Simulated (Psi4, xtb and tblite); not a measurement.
Torsional profile of C₇H₆OS, SMILES c1cc(cc(C=O)c1)S, singlet. Scanned: dihedral O1–C2–C3–C4; all other coordinates were relaxed at GFN2-xTB. Points at φ and −φ are mirror images. Heavy atoms are numbered in the order of the SMILES O=Cc1cccc(S)c1, hydrogens after them in the order of the atoms that carry them; the mirror image has the same energies with the sign of each dihedral reversed.

Levels: GFN2-xTB (xtb and tblite); PBE-D3(BJ)/def2-SVP // GFN2-xTB (Psi4).

Energies relative to the lowest point of each profile, in kJ/mol:

```tsv
φ / °	GFN2-xTB
-165	1.2
-150	4.6
-105	21.7
-60	17.5
-15	2.9
0	1.7
15	2.9
30	6.4
75	22.2
90	24.0
150	4.6
180	0.0
```

**Question.** Predict the corresponding PBE-D3(BJ)/def2-SVP column.

**Answer.** -165: 2.3; -150: 8.9; -105: 40.6; -60: 32.3; -15: 4.4; 0: 2.0; 15: 4.4; 30: 11.3; 75: 41.2; 90: 44.8; 150: 8.9; 180: 0.0 (kJ/mol).
